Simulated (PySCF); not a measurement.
# How strongly Ga binds etchant and ambient atoms

PBE0 in PySCF with def2-TZVPPD on every atom, for the lowest determinant that a PBE0 search found; no spin–orbit coupling. D0 is De less the harmonic zero-point energy.

```
 X            state of GaX  D0(GaX) (eV)  D0(X₂) (eV)
 H  singlet (closed shell)          2.77         4.26
 F  singlet (closed shell)          5.93         1.44
Cl  singlet (closed shell)          4.83         2.55
Br  singlet (closed shell)          4.38         2.25
 O           doublet (σ ↑)          4.14         5.28
```

Q: Give the energy of Ga + X₂ → GaX + X at 0 K for each X.

A: H: 4.26 − 2.77 = +1.49 eV; F: 1.44 − 5.93 = -4.49 eV; Cl: 2.55 − 4.83 = -2.28 eV; Br: 2.25 − 4.38 = -2.13 eV; O: 5.28 − 4.14 = +1.14 eV (PBE0/def2-TZVPPD; negative means exothermic).

Q: Does an atom of F displace O from GaO?

A: GaO + F → GaF + O has ΔE = 4.14 − 5.93 = -1.79 eV at PBE0/def2-TZVPPD, so it is downhill.

Gas-phase diatomics only hint at surface chemistry, where an atom holds several bonds.

States were picked by a PBE0 search and need not be the measured ground states.
